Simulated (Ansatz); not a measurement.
Geometry optimisation, RHF/6-31G* in Ansatz.

input.yaml

```yaml
crystal:
  periodic: [false, false, false]
  atoms:
    - { symbol: B, position_ang: [0.0, 0.0, 0.0] }
    - { symbol: Cl, position_ang: [0.0, 0.0, 2.21] }
    - { symbol: Cl, position_ang: [1.6108, 0.0, -0.93] }
    - { symbol: F, position_ang: [-1.1431, 0.0, -0.66] }
    - { symbol: P, position_ang: [0.4648, -2.0451, 0.6969] }
    - { symbol: H, position_ang: [-0.425, -2.9678, 0.0858] }
    - { symbol: H, position_ang: [1.8009, -2.3734, 0.3454] }
    - { symbol: H, position_ang: [0.2856, -1.2563, 1.8353] }
basis:
  gaussian: { orbitals: "6-31G*" }
hamiltonian:
  xc: hf
relax:
  f_tol: 0.15
  max_steps: 25
  restrain:
    - { distance: [0, 4], at: 3.11, k: 30.0 }
    - { distance: [7, 1], at: 2.57, k: 30.0 }
    - { distance: [0, 1], at: 1.86, k: 30.0 }
    - { distance: [7, 4], at: 1.42, k: 30.0 }
```

Launched with:

```bash
$ ansatz run input.yaml --threads 1 --pin off --max-ram 2048MiB --backend cpu --events-out ev --progress --plain --runs-dir out
```

Where does it end, and by what steps?

The forces met the threshold. The restraints hold the end off the free minimum; the threshold counts their pulls, which the force column leaves out. Restrained pairs: B1–P5 (2.21 → 3.14 Å), Cl2–H8 (1.34 → 2.58 Å), B1–Cl2 (2.21 → 1.82 Å), P5–H8 (1.40 → 1.41 Å). After 13 steps the energy has fallen by 5.829 eV (the restraints' own energy left out); Cl2 moved furthest, 0.95 Å. The start is strongly strained (largest force component 9 eV/Å), so its close contacts needn't be bonds.

```tsv
step	energy less start (eV)	largest force component (eV/Å)	accepted
0	0.0000	8.573	yes
1	-1.3508	4.370	yes
2	-2.1897	3.033	yes
3	-2.9923	3.148	yes
4	-4.2187	2.454	yes
5	-5.2179	2.527	yes
6	-5.3388	2.357	yes
7	-5.6785	1.947	yes
8	-5.7822	1.814	yes
9	-5.8000	1.357	yes
10	-5.7512	1.739	no
11	-5.8134	1.286	yes
12	-5.8191	1.394	yes
13	-5.8293	1.375	yes
```

```xyz
8
Properties=species:S:1:pos:R:3
B 0.019 0.130 0.149
Cl 0.190 0.842 1.811
Cl 1.332 0.234 -0.995
F -1.153 -0.275 -0.227
P 0.490 -2.876 0.927
H -0.102 -2.585 -0.303
H 1.761 -2.388 0.607
H 0.057 -1.724 1.613
```

The run took 44 s on 1 thread of Arm Neoverse V1 (shared host), peak memory 0.19 GiB.
